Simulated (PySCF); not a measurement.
# Working out the excitation energy of B⁺

B⁺ [He] 2s2 (1S) → B⁺ [He] 2s1 3d1 (3D). Calculation: PySCF 2.14, in x2c-TZVPPall with one added diffuse shell each of s, p, d type (6s4p3d1f, 40 functions); scalar relativity by spin-free X2C-1e. Frozen: nothing. Energies in hartree (1 hartree = 27.21139 eV):

```json
{"part": "UHF", "B⁺ (lower)": "-24.243659", "B⁺ (upper)": "-23.609074"}
{"part": "CCSD correlation", "B⁺ (lower)": "-0.074819", "B⁺ (upper)": "-0.020996"}
{"part": "(T)", "B⁺ (lower)": "-0.000259", "B⁺ (upper)": "-0.000057"}
```

**Question.** What does Hartree-Fock give?

**Answer.** (-23.609074) − (-24.243659) = 0.634585 hartree = 17.268 eV.

**Question.** What do CCSD and CCSD(T) give?

**Answer.** The CCSD correlation energies differ by 0.053823 hartree = 1.465 eV and the triples by 0.000202 hartree = 0.005 eV, so CCSD gives 18.733 eV and CCSD(T) 18.738 eV.
